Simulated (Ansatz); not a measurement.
Molecule: Si₄H₈, net charge 0, singlet state. SMILES: [SiH2]1[SiH2][SiH2][SiH2]1
Coordinates optimised at B3LYP-D3(BJ)/def2-TZVP (Ansatz, a first-principles code):
```
Si
H 1 1.4831
H 1 1.4856 2 109.10
Si 1 2.3619 2 119.55 3 127.51
H 4 1.4831 1 119.55 2 -89.92
H 4 1.4856 5 109.10 1 -127.51
Si 1 2.3619 2 119.55 3 -127.51
H 7 1.4831 1 119.55 2 89.92
H 7 1.4856 8 109.10 1 127.51
Si 7 2.3619 8 119.55 9 127.51
H 10 1.4831 7 119.55 8 -89.92
H 10 1.4856 11 109.10 7 -127.51
```
Charge 0, spin multiplicity 1.

Property: atomisation energy (electronic, to ground-state atoms), in eV. Cores are frozen in the correlated levels unless marked. Open shells are spin-unrestricted. No spin-orbit coupling. No relativistic terms. The coupled-cluster limit lacks core correlation, which all-electron functionals hold. CBS(X,Y): correlation extrapolated as X^-3; Hartree-Fock from the larger set.

| level | program | atomisation energy (eV) |
|---|---|---|
| BLYP/def2-TZVPD | Ansatz | 34.69 |
| revPBE-D3(BJ)/def2-TZVPD | Ansatz + dftd3 | 35.34 |
| revPBE/def2-TZVPD | Ansatz | 34.52 |
| r2SCAN-D3(BJ)/def2-TZVPD | Ansatz + dftd3 | (withheld) |
| HSE06-D3(BJ)/def2-TZVPD | Ansatz + dftd3 | 35.89 |
| HSE06-D4/def2-TZVPD | Ansatz + dftd4 | 35.89 |
| CAM-B3LYP-D4/def2-TZVPD | Ansatz + dftd4 | (withheld) |
| RPA@PBE/cc-pV(Q+d)Z | Ansatz | (withheld) |
| CCSD(T)/CBS(aug-cc-pV(T+d)Z,aug-cc-pV(Q+d)Z) | Ansatz | 36.29 |

**Question.** Some entries are withheld; supply them.

**Answer.** 
- r2SCAN-D3(BJ)/def2-TZVPD, atomisation energy (eV): 36.27
- CAM-B3LYP-D4/def2-TZVPD, atomisation energy (eV): 36.04
- RPA@PBE/cc-pV(Q+d)Z, atomisation energy (eV): 34.41
